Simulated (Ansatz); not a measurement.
Stepwise reaction of `[CH3][GeH]([CH3])[Cl]` with water, as a gas-phase model of exchange steps in deposition or etching. ΔE in kJ/mol; ΔG adds harmonic PBE0-D4 terms to CCSD(T)/CBS, at 1 bar.

Computed with Ansatz on PBE0-D4/def2-TZVP structures; ΔE is electronic, products minus reactants. CCSD(T)/CBS is the MP2 limit (def2-TZVPP, def2-QZVPP) plus CCSD(T) − MP2 in def2-TZVPP, frozen cores. This one scheme is used for every species. Functionals use def2-TZVPP. B3LYP here is the variant with VWN-RPA as its local correlation; programs differ in this. For Ge outer-core shells are correlated without core-valence functions, which leaves a few kJ/mol of doubt a bond. Scalar relativity is left out up to krypton. Each species was taken in one conformer, which may not be the lowest.

```
step                                                      reaction  PBE-D4  B3LYP-D4  ωB97M-V  CCSD(T)/CBS  ΔG(600 K)
   1  `[CH3][GeH]([CH3])[Cl]` + H₂O → `[CH3][GeH]([OH])[Cl]` + CH₄   -47.7     -53.4    -50.2        -44.7      -38.0
```

Give the row of step 2, `[CH3][GeH]([OH])[Cl]` + H₂O → `[OH][GeH]([OH])[Cl]` + CH₄. (Estimate.)

The calculation gave: 
```csv
step,reaction,PBE-D4,B3LYP-D4,ωB97M-V,CCSD(T)/CBS,ΔG(600 K)
2,`[CH3][GeH]([OH])[Cl]` + H₂O → `[OH][GeH]([OH])[Cl]` + CH₄,-48.5,-53.9,-51.5,-45.8,-38.1
```

By hand: ΔE of the 2 steps together at CCSD(T)/CBS.

(-44.7) + (-45.8) = -90.5 kJ/mol, or -45.2 kJ/mol a step.

In ΔE the steps differ by no more than 1.1 kJ/mol. All are downhill at CCSD(T)/CBS. ΔG lies between -38.1 and -38.0 kJ/mol a step. PBE-D4 differs from CCSD(T)/CBS by -3.0 to -2.7 kJ/mol a step. Isolated molecules leave out the surface, adducts and barriers. Largest T1 diagnostic: 0.011.
